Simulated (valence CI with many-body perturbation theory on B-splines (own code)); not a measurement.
E1 transitions of Co¹⁴⁺

Computed by configuration interaction combined with many-body perturbation theory (CI+MBPT): three valence electrons over a frozen Dirac-Fock core [Ne], a basis of 11 s, 11 p, 10 d, 8 f, 5 g, 2 h functions for each j, with the one-electron correlation potential Σ1 (screened to all orders), the two-electron term Σ2, the three-electron term Σ3, Breit, model QED; selected single and double excitations, second order for the rest, scaled by the run's own slope (own B-spline code, finite nucleus).

No measured levels were compared; by estimate levels of excited configurations hold to 0.05 to 0.15 % of their energy, terms of the ground configuration to about 0.5 %.

Lines 201 to 250 of 587 in falling wavelength, among levels below 2081000 cm⁻¹, chosen from the strongest by gf and those to the six lowest levels. Wavelengths and rates use the calculated energies, so an error of 300 cm⁻¹ moves a line at 25.56 nm by 0.077 % and its rate by three times that or more. Electric multipoles are in the length gauge with retardation, E1 and E2 with the static RPA response of the core. Weak lines are less certain than strong ones. Lines between different terms over intervals too small for the method are left out, as are lines whose strength nearly cancels. Where a level lies close to another of its J and parity, the split of strength between their lines is uncertain. The highest levels of a list are the least certain.

Names give the largest LS component (configuration and term), which can be under half, so a name can repeat, a term be missing and a line seem to break the LS rules; names also repeat where a configuration has a term twice. Letters in brackets count levels of one name in rising energy.

```tsv
λ vac (nm)	Upper	Lower	A (s⁻¹)	S (a.u.) with core polarisation	S without
25.56	3p3 4S°_3/2	3s 3p2 4P_1/2	6.64e+09	2.19e-01	2.27e-01
25.56	3s 3p 3d 2D°_3/2 [b]	3s2 3d 2D_5/2	1.82e+10	5.99e-01	6.20e-01
25.49	3s 3p 3d 2P°_1/2 [b]	3s2 3d 2D_3/2	3.02e+10	4.94e-01	5.12e-01
25.49	3d3 2P_3/2	3p 3d2 2P°_3/2 [b]	8.00e+09	2.62e-01	2.70e-01
25.39	3s 3p 3d 2D°_3/2 [b]	3s2 3d 2D_3/2	5.45e+09	1.76e-01	1.83e-01
25.34	3s 3p 3d 2P°_3/2 [b]	3s2 3d 2D_5/2	1.20e+10	3.87e-01	4.01e-01
25.31	3s 3p2 2P_1/2	3s2 3p 2P°_3/2	2.36e+10	3.78e-01	3.92e-01
25.30	3s 3p 3d 2D°_5/2 [b]	3s2 3d 2D_5/2	2.11e+10	1.01e+00	1.05e+00
25.18	3s 3p 3d 2P°_3/2 [b]	3s2 3d 2D_3/2	1.77e+10	5.58e-01	5.79e-01
25.16	3p 3d2 2F°_7/2 [a]	3p2 3d 4P_5/2 [a]	6.94e+09	4.37e-01	4.52e-01
25.14	3d3 2F_5/2	3p 3d2 2G°_7/2 [b]	4.18e+09	1.97e-01	2.03e-01
25.14	3p2 3d 2P_3/2 [b]	3s 3p 3d 2D°_3/2 [a]	4.95e+09	1.55e-01	1.61e-01
24.90	3d3 2F_7/2	3p 3d2 2G°_9/2 [b]	6.48e+09	3.95e-01	4.08e-01
24.81	3d3 2G_9/2	3p 3d2 2F°_7/2 [b]	3.16e+09	2.38e-01	2.46e-01
24.75	3s 3p2 2P_3/2	3s2 3p 2P°_3/2	3.60e+10	1.08e+00	1.12e+00
24.73	3s 3d2 2D_3/2	3s 3p 3d 2F°_5/2 [b]	7.88e+09	2.35e-01	2.43e-01
24.66	3s 3d2 2G_7/2	3s 3p 3d 2F°_5/2 [b]	3.60e+10	2.13e+00	2.20e+00
24.64	3d3 2G_7/2	3p 3d2 2F°_5/2 [b]	9.81e+09	5.80e-01	5.99e-01
24.62	3p2 3d 2F_5/2 [b]	3s 3p 3d 2D°_3/2 [a]	3.98e+09	1.76e-01	1.82e-01
24.57	3p 3d2 2P°_3/2 [a]	3p2 3d 2S_1/2	4.95e+09	1.45e-01	1.50e-01
24.55	3d3 2D_5/2	3p 3d2 2D°_5/2 [b]	2.49e+10	1.09e+00	1.13e+00
24.54	3p 3d2 2F°_7/2 [c]	3p2 3d 2D_5/2 [b]	2.44e+10	1.42e+00	1.47e+00
24.52	3s 3d2 2D_5/2	3s 3p 3d 2F°_7/2 [b]	6.08e+09	2.65e-01	2.74e-01
24.50	3p 3d2 2D°_5/2 [c]	3s 3d2 2D_5/2	5.48e+09	2.39e-01	2.47e-01
24.48	3p 3d2 2P°_3/2 [a]	3p2 3d 2P_3/2 [b]	6.34e+09	1.84e-01	1.90e-01
24.46	3p 3d2 2F°_7/2 [a]	3p2 3d 2G_9/2	3.91e+09	2.26e-01	2.34e-01
24.45	3p 3d2 2D°_3/2 [c]	3s 3d2 2D_3/2	6.30e+09	1.82e-01	1.88e-01
24.43	3s 3d2 2G_9/2	3s 3p 3d 2F°_7/2 [b]	3.86e+10	2.78e+00	2.87e+00
24.43	3p2 3d 2D_5/2 [a]	3s 3p 3d 2D°_3/2 [a]	7.82e+09	3.37e-01	3.49e-01
24.40	3s 3d2 2D_3/2	3s 3p 3d 2P°_1/2 [a]	6.03e+09	1.73e-01	1.78e-01
24.38	3p 3d2 2F°_5/2 [c]	3p2 3d 2D_3/2 [c]	3.59e+10	1.54e+00	1.59e+00
24.35	3d3 2D_3/2	3p 3d2 2D°_3/2 [b]	1.80e+10	5.12e-01	5.29e-01
24.17	3p2 3d 2F_7/2 [a]	3p3 2D°_5/2	3.48e+09	1.94e-01	2.01e-01
24.16	3d3 2D_5/2	3p 3d2 2D°_3/2 [b]	5.01e+09	2.09e-01	2.16e-01
24.15	3p2 3d 2F_7/2 [b]	3s 3p 3d 2D°_5/2 [a]	1.28e+10	7.11e-01	7.35e-01
24.14	3d3 4F_3/2	3p 3d2 4D°_1/2 [b]	1.37e+10	3.81e-01	3.94e-01
24.05	3p 3d2 2P°_1/2 [a]	3p2 3d 2S_1/2	1.31e+10	1.80e-01	1.86e-01
24.04	3d3 4F_5/2	3p 3d2 4D°_3/2 [b]	1.66e+10	6.85e-01	7.08e-01
24.04	3s 3p 3d 4P°_5/2	3s 3p2 2D_3/2	6.01e+07	2.47e-03	2.56e-03
24.00	3d3 2P_3/2	3p 3d2 2D°_3/2 [b]	6.23e+09	1.70e-01	1.76e-01
23.98	3d3 4P_1/2	3p 3d2 4S°_3/2	1.41e+10	1.92e-01	1.98e-01
23.97	3d3 4F_7/2	3p 3d2 4D°_5/2 [b]	2.10e+10	1.14e+00	1.18e+00
23.95	3d3 4P_3/2	3p 3d2 4S°_3/2	1.64e+10	4.46e-01	4.60e-01
23.92	3s 3p2 2P_1/2	3s2 3p 2P°_1/2	1.23e+10	1.66e-01	1.72e-01
23.89	3s 3p 3d 4D°_3/2	3s 3p2 2D_3/2	6.73e+08	1.81e-02	1.87e-02
23.88	3d3 4P_5/2	3p 3d2 4S°_3/2	2.04e+10	8.24e-01	8.51e-01
23.86	3d3 4F_9/2	3p 3d2 4D°_7/2 [b]	2.58e+10	1.73e+00	1.79e+00
23.80	3s 3d2 2D_5/2	3s 3p 3d 2P°_3/2 [a]	7.78e+09	3.11e-01	3.21e-01
23.67	3p 3d2 2F°_7/2 [b]	3p2 3d 2F_7/2 [b]	1.14e+10	5.98e-01	6.18e-01
23.64	3p 3d2 2G°_7/2 [b]	3p2 3d 2D_5/2 [b]	1.43e+10	7.47e-01	7.72e-01
```
